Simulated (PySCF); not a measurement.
**Spinor energies of Ne²⁺ (neon, charge +2)**

Start: [He] 2s2 2p4; 2p1/2 filled at m_j = -1/2, +1/2; 2p3/2 filled at m_j = +1/2, +3/2. Calculated with PySCF 2.14 in x2c-QZVPPall-2c (7s4p3d2f1g, 57 functions): generalised Hartree-Fock with the X2C-1e Hamiltonian and a Gaussian nucleus; one run each with spin-orbit coupling (SO) switched off, then screened by Boettger's factors.

```json
{"spinor shell": "1s1/2", "electrons": "2", "ε, spin-free (eV)": "-943.43", "ε, screened SO (eV)": "-943.42", "weight of nominal j (screened SO)": "1.000", "rms radius, screened SO (bohr)": "0.182"}
{"spinor shell": "2s1/2", "electrons": "2", "ε, spin-free (eV)": "-92.951", "ε, screened SO (eV)": "-92.946", "weight of nominal j (screened SO)": "1.000", "rms radius, screened SO (bohr)": "0.905"}
{"spinor shell": "2p3/2", "electrons": "2", "ε, spin-free (eV)": "-68.549", "ε, screened SO (eV)": "-70.394", "weight of nominal j (screened SO)": "0.831", "rms radius, screened SO (bohr)": "0.892"}
{"spinor shell": "2p1/2", "electrons": "2", "ε, spin-free (eV)": "-68.549", "ε, screened SO (eV)": "-66.715", "weight of nominal j (screened SO)": "0.673", "rms radius, screened SO (bohr)": "0.910"}
```

```
   quantity   spin-free  screened SO
E (hartree)  -126.51565   -126.51717
        M_J           2            2
       ⟨J²⟩       6.005        6.005
       ⟨L²⟩       2.002        2.003
       ⟨S²⟩       2.003        2.002
```

Each row is a mean over spinors that exchange with the open shell spreads, by up to 12.812 eV (2s1/2).

Rows whose weight is well below 1 are mixtures of j = l ± 1/2: exchange outweighs spin-orbit coupling there, and the label is only the starting occupation.

Without spin-orbit coupling the j labels of p, d and f shells carry no meaning; the spin-free column gives the mean over the occupied spinors of each nl shell.
